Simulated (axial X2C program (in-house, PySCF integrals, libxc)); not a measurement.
Spectroscopic constants of WBr⁺

Computed with an in-house all-electron X2C program for linear molecules (integrals from PySCF). Spin-free means the one-electron spin-free X2C Hamiltonian; two-component (2c) means X2C with spin–orbit coupling and atomic mean-field two-electron Coulomb and Gaunt terms, so the difference of the two also holds small scalar two-electron terms. Basis: W dyall-cv3z [13s14p9d7f4g], Br dyall-cv3z [8s9p6d4f1g] (cores contracted in-house); Gaussian nuclei, density fitting, unrestricted open shells. Masses: W 183.951 u, Br 78.918 u.

Input file and command:
```json
{"zs": [74, 35], "q": 1, "bas": ["dyall-cv3z", "dyall-cv3z"], "levels": ["PBE0", "HF", "BHandHLYP"], "cc": true, "r0": 2.51, "thr": -1.0, "nmax": 90, "npts": 10, "nst": 2, "ntry": 6}
```
```bash
python so2c.py task.json out
```

Keys: zs atomic numbers; q charge; bas basis sets; levels methods; cc coupled cluster on or off; r0 starting distance in Å; thr threshold in hartree for freezing inner shells (an s shell follows its p shell); nmax most natural virtual spinors; npts points on the curve; nst determinants followed; ntry starts of the search. HF also brings MP2.

State, spin-free: M_S = 2, Λ = 1 (beyond evenly filled blocks: σα, π+α, δ+α, δ-α); electrons by block: σα: 21, σβ: 20, π+α: 12, π+β: 11, π-α: 11, π-β: 11, δ+α: 5, δ+β: 4, δ-α: 5, δ-β: 4, φ+α: 1, φ+β: 1, φ-α: 1, φ-β: 1. Fragments: W+ + Br.

State, 2c: Ω = 1 (⟨Sz⟩ = 1.97, ⟨Lz⟩ = -0.97 at PBE0); electrons by block: 1/2: 32, -1/2: 32, 3/2: 15, -3/2: 16, 5/2: 6, -5/2: 5, 7/2: 1, -7/2: 1. Fragments: W+ + Br.

```csv
Hamiltonian,level,Re (Å),ωe (cm⁻¹),ωexe (cm⁻¹),Be (cm⁻¹),De (eV),D0 (eV),μ (D)
spin-free,PBE0,2.290,320.6,0.643,0.05823,3.69,3.67,-3.00
spin-free,HF,2.349,298.4,n/a,0.05534,1.70,1.68,-5.15
spin-free,MP2,2.297,326.4,0.549,0.05787,3.43,3.41,n/a
spin-free,CCSD,2.311,316.8,0.59,0.05717,3.24,3.22,n/a
spin-free,CCSD(T),2.312,316.0,0.568,0.05711,3.45,3.43,n/a
spin-free,BHandHLYP,2.304,318.3,0.6,0.05752,3.27,3.25,-3.76
2c,PBE0,2.291,319.4,0.643,0.05816,n/a,n/a,-2.95
2c,HF,2.349,298.4,n/a,0.05533,n/a,n/a,-5.06
2c,MP2,2.298,325.0,0.545,0.05779,n/a,n/a,n/a
2c,CCSD,2.312,315.5,0.587,0.05709,n/a,n/a,n/a
2c,CCSD(T),2.314,314.6,0.567,0.05703,n/a,n/a,n/a
2c,BHandHLYP,2.306,316.3,0.599,0.05742,n/a,n/a,-3.72
```

Correlated methods: 12 electrons correlated (number of frozen shells: W 5 s, 4 p, 2 d, 1 f; Br 3 s, 2 p, 1 d), 330 virtual spin orbitals or spinors in MP2, 90 natural virtuals in coupled cluster.

Dipoles are positive if Br is the positive end and refer to the centre of mass.

One determinant describes the state; a PBE0 search over occupations chose it and may have missed a lower one. Dissociation energies refer to the lowest single-determinant-based atoms at the same level and basis. De is not given where an atomic determinant may have missed its ground term or J level, or where the truncated virtual space spoils (T). Density functionals use the spin component along the axis (collinear). Coupled cluster ran in a truncated set of natural virtual spinors; the MP2 energy of the rest was added. (T) has no such correction and the atoms are truncated less, which lowers De at CCSD(T) by a hundredth of an eV or more. Without a current term, density functionals place determinants with orbital angular momentum somewhat too high. With several unpaired electrons one determinant need not be a pure state. Open-shell Ω = 0 determinants with evenly filled partner blocks cannot be reached by this program, so the Ω shown need not be the lowest component. Some points did not converge and are left out. The determinant is spin-polarised beyond a pure state at some levels (its spin-free form has ⟨S²⟩ too high), which makes Re and μ there less reliable. The stretched end of a curve changes character and is left out. With the outer-core shells frozen, correlated bond lengths of heavy atoms tend to come out a few hundredths of an ångström too long.

Rough cost a point (2c) on 1 thread(s) of a shared host, integrals apart: PBE0 3 s, HF 3 s, CCSD(T) 10 s, BHandHLYP 4 s.

The whole task took 8.5 min on 1 thread of Arm Neoverse V2 (shared host).
